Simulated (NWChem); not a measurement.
Everything below was run with NWChem. System: H₃BN, charge 0, spin multiplicity 2, at a geometry optimised with UB3LYP/def2-SVP. The structure started from a generated list of species. Its SCF solution wasn't tested for a lower state. Level: evGW0@UPBE0/def2-TZVP, RI basis def2-tzvp-rifit, 6 cycles.

The NWChem input:

```
start mol
memory heap 200 mb stack 700 mb global 1700 mb
geometry units angstroms nocenter noautoz
  B      0.686454    -0.102376     0.000000
  N     -0.630132     0.097522     0.000000
  H      1.461693     0.840100     0.000000
  H      1.143952    -1.234422     0.000000
  H     -1.626991     0.223550     0.000000
  symmetry group Cs
end
basis spherical
  * library def2-tzvp
end
basis "ri basis" bse spherical
  * library def2-tzvp-rifit
end
dft
  xc pbe0
  odft
  mult 2
  iterations 100
  direct
  tolerances tight
end
task dft energy
gw
  evgw0 6
  states alpha occ -1 vir -1
  states beta occ -1 vir -1
end
task dft gw
```

Part of the output:

```
             Northwest Computational Chemistry Package (NWChem) 7.3.0
             --------------------------------------------------------

                                NWChem Input Module
                                -------------------

 Scaling coordinates for geometry "geometry" by  1.889725989
 (inverse scale =  0.529177249)

 Turning off AUTOSYM since
 SYMMETRY directive was detected!

                             Geometry "geometry" -> ""
                             -------------------------

 Output coordinates in angstroms (scale by  1.889725989 to convert to a.u.)

  No.       Tag          Charge          X              Y              Z
 ---- ---------------- ---------- -------------- -------------- --------------
    1 B                    5.0000     0.68645400    -0.10237600     0.00000000
    2 N                    7.0000    -0.63013200     0.09752200     0.00000000
    3 H                    1.0000     1.46169300     0.84010000     0.00000000
    4 H                    1.0000     1.14395200    -1.23442200     0.00000000
    5 H                    1.0000    -1.62699100     0.22355000     0.00000000

 Effective nuclear repulsion energy (a.u.)      26.9901164708

            Nuclear Dipole moment (a.u.)
            ----------------------------
        X                 Y               Z
 ---------------- ---------------- ----------------
     0.0000000000     0.0000037795     0.0000000000

      Symmetry information
      --------------------

 Group name             Cs
 Group number              2
 Group order               2
 No. of unique centers     5

      Symmetry unique atoms

     1    2    3    4    5


 Summary of "ao basis" -> "" (spherical)
 ------------------------------------------------------------------------------
       Tag                 Description            Shells   Functions and Types
 ---------------- ------------------------------  ------  ---------------------
 *                         def2-tzvp                  on all atoms

 new library libraries.bse/

 Summary of "ri basis" -> "" (spherical)
 ------------------------------------------------------------------------------
       Tag                 Description            Shells   Functions and Types
 ---------------- ------------------------------  ------  ---------------------
 *                      def2-tzvp-rifit               on all atoms

                                 NWChem DFT Module
                                 -----------------

 Summary of "ao basis" -> "ao basis" (spherical)
 ------------------------------------------------------------------------------
       Tag                 Description            Shells   Functions and Types
 ---------------- ------------------------------  ------  ---------------------
 B                         def2-tzvp                11       31   5s3p2d1f
 N                         def2-tzvp                11       31   5s3p2d1f
 H                         def2-tzvp                 4        6   3s1p

 Summary of "ao basis" -> "ao basis" (spherical)
 ------------------------------------------------------------------------------
       Tag                 Description            Shells   Functions and Types
 ---------------- ------------------------------  ------  ---------------------
 B                         def2-tzvp                11       31   5s3p2d1f
 N                         def2-tzvp                11       31   5s3p2d1f
 H                         def2-tzvp                 4        6   3s1p

      Symmetry analysis of basis
      --------------------------

        a'         57
        a"         23

            General Information
            -------------------
          SCF calculation type: DFT
          Wavefunction type:  spin polarized.
          No. of atoms     :     5
          No. of electrons :    15
           Alpha electrons :     8
            Beta electrons :     7
          Charge           :     0
          Spin multiplicity:     2
          Use of symmetry is: on ; symmetry adaption is: on
          Maximum number of iterations: 100
          This is a Direct SCF calculation.
          AO basis - number of functions:    80
                     number of shells:    34
          Convergence on energy requested:  1.00D-06
          Convergence on density requested:  1.00D-05
          Convergence on gradient requested:  5.00D-04

              XC Information
              --------------
                         PBE0 Method XC Functional
                     Hartree-Fock (Exact) Exchange  0.250
          PerdewBurkeErnzerhof Exchange Functional  0.750
            Perdew 1991 LDA Correlation Functional  1.000 local
           PerdewBurkeErnz. Correlation Functional  1.000 non-local

             Grid Information
             ----------------
          Grid used for XC integration:  medium
          Radial quadrature: Mura-Knowles
          Angular quadrature: Lebedev.
          Tag              B.-S. Rad. Rad. Pts. Rad. Cut. Ang. Pts.
          ---              ---------- --------- --------- ---------
          B                   0.85       49           9.0       434
          N                   0.65       49           8.0       434
          H                   0.35       45          10.0       434
          Grid pruning is: on
          Number of quadrature shells:   233
          Spatial weights used:  Erf1

          Convergence Information
          -----------------------
          Convergence aids based upon iterative change in
          total energy or number of iterations.
          Levelshifting, if invoked, occurs when the
[...]
@GW        25         17.698           0.000
@GW        26         18.945           0.000
@GW        27         23.223           0.000
@GW        28         23.284           0.000
@GW        29         23.496           0.000
@GW        30         26.307           0.000
@GW        31         28.315           0.000
@GW        32         28.753           0.000
@GW        33         33.267           0.000
@GW        34         33.153           0.000
@GW        35         36.783           0.000
@GW        36         37.711           0.000
@GW        37         37.885           0.000
@GW        38         46.235           0.000
@GW        39         48.409           0.000
@GW        40         48.864           0.000
@GW        41         51.490           0.000
@GW        42         51.151           0.000
@GW        43         51.712           0.000
@GW        44         53.249           0.000
@GW        45         54.632           0.000
@GW        46         55.365           0.000
@GW        47         55.604           0.000
@GW        48         57.098           0.000
@GW        49         59.516           0.000
@GW        50         61.636           0.000
@GW        51         62.954           0.000
@GW        52         65.216           0.000
@GW        53         65.676           0.000
@GW        54         67.678           0.000
@GW        55         69.634           0.000
@GW        56         71.911           0.000
@GW        57         73.342           0.000
@GW        58         79.438           0.000
@GW        59         81.498           0.000
@GW        60         81.777           0.000
@GW        61         84.917           0.000
@GW        62         84.404           0.000
@GW        63         87.426           0.000
@GW        64         91.016           0.000
@GW        65         96.731           0.000
@GW        66        111.853           0.000
@GW        67        113.532           0.000
@GW        68        114.539           0.000
@GW        69        121.990           0.000
@GW        70        125.338           0.000
@GW        71        129.431           0.000
@GW        72        132.018           0.000
@GW        73        135.746           0.000
@GW        74        137.083           0.000
@GW        75        140.489           0.000
@GW        76        145.591           0.000
@GW        77        149.646           0.000
@GW        78        171.768           0.000
@GW        79        417.439           0.000
@GW        80        886.135           0.000

  *** G5W0

          Solving quasiparticle equations

                  Alpha Orbitals
          State     Energy (eV)     Error (eV)
          -----------------------------------
@GW         1       -406.962           0.000
@GW         2       -196.401           0.000
@GW         3        -26.625           0.000
@GW         4        -18.887           0.000
@GW         5        -14.888           0.000
@GW         6        -13.893           0.000
@GW         7        -11.597           0.000
@GW         8        -10.395           0.000
@GW         9          2.526           0.000
@GW        10          2.926           0.000
@GW        11          3.981           0.000
@GW        12          4.581           0.000
@GW        13          4.614           0.000
@GW        14          6.283           0.000
@GW        15          6.445           0.000
@GW        16          8.258           0.000
@GW        17         10.541           0.000
@GW        18         12.219           0.000
@GW        19         13.292           0.000
@GW        20         12.975           0.000
@GW        21         13.352           0.000
@GW        22         14.518           0.000
@GW        23         15.558           0.000
@GW        24         17.837           0.000
@GW        25         16.988           0.000
@GW        26         18.745           0.000
@GW        27         23.097           0.000
@GW        28         23.164           0.000
@GW        29         23.373           0.000
@GW        30         25.413           0.000
@GW        31         28.191           0.000
@GW        32         28.870           0.000
@GW        33         32.477           0.000
@GW        34         33.047           0.000
@GW        35         36.087           0.000
@GW        36         36.911           0.000
@GW        37         37.983           0.000
@GW        38         46.109           0.000
@GW        39         47.880           0.000
@GW        40         48.469           0.000
@GW        41         51.418           0.000
@GW        42         50.905           0.000
@GW        43         51.770           0.000
@GW        44         52.733           0.000
@GW        45         54.561           0.000
@GW        46         55.213           0.000
@GW        47         55.318           0.000
@GW        48         56.905           0.000
@GW        49         60.233           0.000
@GW        50         61.233           0.000
@GW        51         62.142           0.000
@GW        52         64.039           0.000
@GW        53         65.638           0.000
@GW        54         67.410           0.000
@GW        55         69.116           0.000
@GW        56         70.614           0.000
@GW        57         72.947           0.000
@GW        58         78.744           0.000
@GW        59         81.063           0.000
@GW        60         81.415           0.000
@GW        61         84.785           0.000
@GW        62         84.335           0.000
@GW        63         87.123           0.000
@GW        64         91.062           0.000
@GW        65         96.532           0.000
@GW        66        111.591           0.000
@GW        67        113.106           0.000
@GW        68        113.475           0.000
@GW        69        120.585           0.000
@GW        70        124.513           0.000
@GW        71        128.750           0.000
@GW        72        129.889           0.000
@GW        73        135.428           0.000
@GW        74        136.804           0.000
@GW        75        140.383           0.000
@GW        76        144.839           0.000
@GW        77        148.841           0.000
@GW        78        171.486           0.000
@GW        79        417.593           0.000
@GW        80        885.739           0.000

                   Beta Orbitals
          State     Energy (eV)     Error (eV)
          -----------------------------------
@GW         1       -406.303           0.000
@GW         2       -196.526           0.000
@GW         3        -25.383           0.000
@GW         4        -18.583           0.000
@GW         5        -14.338           0.000
@GW         6        -12.700           0.000
@GW         7        -11.044           0.000
@GW         8         -0.742           0.000
@GW         9          2.633           0.000
@GW        10          3.054           0.000
@GW        11          3.993           0.000
@GW        12          4.615           0.000
@GW        13          4.693           0.000
@GW        14          6.437           0.000
@GW        15          6.367           0.000
@GW        16          8.633           0.000
@GW        17         10.775           0.000
@GW        18         12.847           0.000
@GW        19         13.351           0.000
@GW        20         13.163           0.000
@GW        21         13.463           0.000
@GW        22         14.696           0.000
@GW        23         15.906           0.000
@GW        24         17.867           0.000
@GW        25         17.697           0.000
@GW        26         18.945           0.000
@GW        27         23.223           0.000
@GW        28         23.284           0.000
@GW        29         23.496           0.000
@GW        30         26.307           0.000
@GW        31         28.315           0.000
@GW        32         28.753           0.000
@GW        33         33.267           0.000
@GW        34         33.153           0.000
@GW        35         36.783           0.000
@GW        36         37.710           0.000
@GW        37         37.884           0.000
@GW        38         46.235           0.000
@GW        39         48.409           0.000
@GW        40         48.864           0.000
@GW        41         51.490           0.000
@GW        42         51.151           0.000
@GW        43         51.711           0.000
@GW        44         53.249           0.000
@GW        45         54.632           0.000
@GW        46         55.365           0.000
@GW        47         55.604           0.000
@GW        48         57.098           0.000
@GW        49         59.516           0.000
@GW        50         61.636           0.000
@GW        51         62.954           0.000
@GW        52         65.216           0.000
@GW        53         65.676           0.000
@GW        54         67.678           0.000
@GW        55         69.634           0.000
@GW        56         71.912           0.000
@GW        57         73.342           0.000
@GW        58         79.437           0.000
@GW        59         81.496           0.000
@GW        60         81.779           0.000
@GW        61         84.917           0.000
@GW        62         84.399           0.000
@GW        63         87.427           0.000
@GW        64         91.023           0.000
@GW        65         96.729           0.000
@GW        66        111.854           0.000
@GW        67        113.541           0.000
@GW        68        114.539           0.000
@GW        69        121.994           0.000
@GW        70        125.340           0.000
@GW        71        129.431           0.000
@GW        72        132.017           0.000
@GW        73        135.748           0.000
@GW        74        137.083           0.000
@GW        75        140.486           0.000
@GW        76        145.607           0.000
@GW        77        149.649           0.000
@GW        78        171.782           0.000
@GW        79        417.437           0.000
@GW        80        886.188           0.000

     GW Timing Statistics
   ------------------------
   Init.   :          0.1s
     ERIs  :          0.6s
     Distr.:          0.0s
     Vxc   :          0.8s
   Sigma_x :          0.0s
   RPA     :          0.4s
   Wmn     :          1.7s
   Sigma_c :          1.9s
   GW total:          5.5s

 Task  times  cpu:        5.5s     wall:        5.5s

 Total times  cpu:       12.3s     wall:       12.3s
```
